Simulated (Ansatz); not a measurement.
Basis-set extrapolation for C3H11BSi (`BCC(C)[SiH3]`) (PBE0-D4/def2-TZVP geometry, frozen core, Ansatz). Multiplicity 1, RHF reference.

```tsv
	def2-TZVPP	def2-QZVPP
HF	-433.661921	-433.677959
MP2 correlation	-0.762111	-0.810325
CCSD(T) correlation	-0.862808	not run
```

Energies in hartree. Use E(X) = E(∞) + A·exp(−7.88·√X) for Hartree–Fock and E(X) = E(∞) + B·X^(−2.97) for correlation, with X = 3 and 4, and add CCSD(T) minus MP2 of the smaller set to the MP2 limit.

Question: What is the CCSD(T) energy at the basis-set limit?

Answer: HF limit: -433.677959 + (-0.016038) × 0.13774 = -433.68017. MP2 limit: -0.810325 + (-0.048214) × 0.74074 = -0.84604. Higher-order term: -0.862808 − (-0.762111) = -0.10070. Total: -434.62691 hartree, 64.1 kcal/mol below CCSD(T)/def2-TZVPP.
